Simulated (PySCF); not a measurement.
**H₃SeN, singlet: molecular constants**

These are results of PBE0/[Se def2-TZVP, N def2-TZVP, H def2-TZVP], no relativity, density fitting, PySCF, not measurements.

The structure is a saddle point with 1 imaginary mode.

```json
{
 "Point group": "C2v",
 "Bond lengths": "Se–H 1.543 Å (×2), Se–H 1.550 Å, Se–N 1.705 Å",
 "Bond angles": "H–Se–H 86.5° (×2), H–Se–H 173.0°, H–Se–N 93.5° (×2), H–Se–N 180.0°",
 "Zero-point energy (real modes)": "62.4 kJ/mol",
 "Principal quadrupole moments (Buckingham, traceless) about the centre of mass": "-4.31, 0.90, 3.40 D Å",
 "Principal polarisabilities": "21.9, 42.8, 52.5 bohr³",
 "Rotational constants": "3.528, 0.4423, 0.393 cm⁻¹",
 "Lowest empty level": "-3.72 eV",
 "Dipole moment": "3.00 D",
 "Highest occupied level": "-6.85 eV",
 "Atomisation energy without zero-point energy": "616 kJ/mol"
}
```

Harmonic modes (masses in u: Se 79.917, N 14.003, H 1.008):
| symmetry | ω (cm⁻¹) | IR (km/mol) | μ (u) |
| --- | --- | --- | --- |
| b1 | 633i | – | 1.04 |
| b1 | 436 | 3.7 | 1.10 |
| b2 | 768 | 41.6 | 1.23 |
| a1 | 792 | 2.5 | 10.54 |
| a1 | 1174 | 98.3 | 1.07 |
| b2 | 1397 | 96.5 | 1.02 |
| a1 | 1899 | 68.3 | 1.01 |
| b2 | 1920 | 309 | 1.03 |
| a1 | 2042 | 20.4 | 1.01 |

In C2v the vibrations span 2b1 + 3b2 + 4a1. Here b1 is antisymmetric to the molecular plane and b2 lies in it.

Charges (e):
```json
{"atom": "Se1", "Mulliken": "0.17", "Löwdin": "0.32", "polar tensor": "0.83", "Mayer order to Se1": "–"}
{"atom": "N2", "Mulliken": "-0.32", "Löwdin": "-0.35", "polar tensor": "-0.28", "Mayer order to Se1": "1.79"}
{"atom": "H3,5", "Mulliken": "0.05", "Löwdin": "0.01", "polar tensor": "-0.16", "Mayer order to Se1": "0.78"}
{"atom": "H4", "Mulliken": "0.05", "Löwdin": "0.01", "polar tensor": "-0.22", "Mayer order to Se1": "0.78"}
```

Mulliken populations on Se1: s 7.63, p 15.66, d 10.50, f 0.04.

Outer orbital energies (eV). occupied: -24.38, -18.85, -13.89, -11.46, -10.00, -7.42, -6.85; empty: -3.72, -2.08, 2.12, 2.71.

This need not be the most stable arrangement of these atoms. At this level a singlet minimum of C3v symmetry lies 173 kJ/mol below this structure.

The final relaxation and frequency run took roughly 90 core-seconds on a shared host.
